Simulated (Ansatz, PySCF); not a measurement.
Reaction (SMILES): [SiH3]O[Si](Cl)(O[SiH3])O[SiH3] + 3 O (H2O) + 3 [SiH4] (SiH4) -> 6 O[SiH3] [hydroxysilane] + [SiH3]Cl [chlorosilane]
Geometries: B3LYP-D3(BJ)/def2-TZVP minima from Ansatz (a program for electronic structure), one conformer each, not searched for the lowest. Frequencies are from Ansatz or PySCF.

Wanted: bond separation energy (0 K, with B3LYP-D3(BJ) harmonic zero-point energies), in kcal/mol. Correlated levels leave the core frozen unless marked. Spin-orbit coupling is left out. Non-relativistic. CBS marks a two-point X^-3 extrapolation of the correlation energy; Hartree-Fock from the larger set. [CCSD(T)-MP2]/basis is that difference in the basis named.

RI-MP2/CBS(aug-cc-pV(T+d)Z,aug-cc-pV(Q+d)Z)+[CCSD(T)-MP2]/aug-cc-pV(T+d)Z (Ansatz) gives 40.9 kcal/mol.

**Question.** Another calculation gave 36.9 kcal/mol. Which level was it?
A. B2PLYP/def2-TZVPD (Ansatz)
B. B97M-V/def2-TZVPD (Ansatz)
C. B3LYP/def2-TZVPD (Ansatz)

**Answer.** A, B2PLYP/def2-TZVPD (Ansatz). The others give 33.9 (B3LYP), 41.0 (B97M-V) kcal/mol.
